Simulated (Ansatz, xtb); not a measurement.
# Two isomers of C4H2FN3

We compare I, `N#Cc1c[nH]c(F)n1`, a singlet, with II, `N#Cc1ncc(F)[nH]1`, a singlet. Both are isolated molecules in the gas phase, relaxed with B3LYP-D3(BJ)/def2-SVP.

Quicker runs give these differences E(II) − E(I): GFN2-xTB +0.143 eV; HF/STO-3G +0.196 eV (at GFN2-xTB geometries); r2SCAN-D4/def2-SVP +0.289 eV (at GFN2-xTB geometries).

Question: Estimate E(II) − E(I) at the level CCSD(T)/def2-SVP + ΔMP2/def2-TZVPP.

Answer: Calculated at CCSD(T)/def2-SVP + ΔMP2/def2-TZVPP: E(II) − E(I) = +0.319 eV, so structure I lies lower.

Level by level:

```csv
level,geometry,E(II) − E(I) (eV),departure from the last row (eV),"job, with rough time for the two"
GFN2-xTB,GFN2-xTB,+0.143,−0.175,"optimisation, 0.25 s"
HF/STO-3G,GFN2-xTB,+0.196,−0.123,"single point, 0.82 s"
r2SCAN-D4/def2-SVP,GFN2-xTB,+0.289,−0.029,"single point, 4.8 s"
B3LYP-D3(BJ)/def2-SVP,B3LYP-D3(BJ)/def2-SVP,+0.279,−0.040,"optimisation, 61 s"
HF/def2-SVP,B3LYP-D3(BJ)/def2-SVP,+0.443,+0.124,part of the CCSD(T) run
MP2/def2-SVP,B3LYP-D3(BJ)/def2-SVP,+0.324,+0.006,part of the CCSD(T) run
CCSD(T)/def2-SVP,B3LYP-D3(BJ)/def2-SVP,+0.353,+0.034,single point
CCSD(T)/def2-SVP + ΔMP2/def2-TZVPP,B3LYP-D3(BJ)/def2-SVP,+0.319,,"single point, 1.9 min"
```

As drawn, both hold the same kinds of bond in the same numbers.

The levels shown agree on the order. The largest departure from CCSD(T)/def2-SVP + ΔMP2/def2-TZVPP is that of GFN2-xTB, 0.175 eV. The last row adds to CCSD(T) the change of the MP2 difference between the two basis sets, here −0.034 eV.

With thermal terms from frequencies at re-optimised GFN2-xTB minima (ideal gas, soft modes damped towards free rotors, one conformer each, 298.15 K, 1 atm): on the last row, ΔE + ΔZPE = +0.316, ΔH = +0.317, ΔG = +0.314 eV.

The correlated steps freeze 8 core orbitals. Run with Ansatz 0.2.0, xtb 6.7.1; the last row on 2 threads of Intel(R) Xeon(R) Processor @ 2.70GHz on a shared host.
